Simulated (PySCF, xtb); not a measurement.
CH₈O₃Si₂, SMILES O[SiH](O)[C@H](O)[SiH3].

GFN2-xTB (xtb) at its own geometry gives an orbital gap of 5.30 eV and a dipole moment of 2.35 D.

Coordinates come from a r2SCAN-D4/def2-SVP optimisation. The structure was generated by enumeration; whether it is a known compound was not checked. One conformer was computed; it need not be the lowest.

Q: What does B3LYP/def2-TZVP in PySCF give? (The exact figures need the calculation; the answer reports its results.)

A: gap 7.19 eV (levels -7.39 and -0.20 eV), dipole 3.60 D.
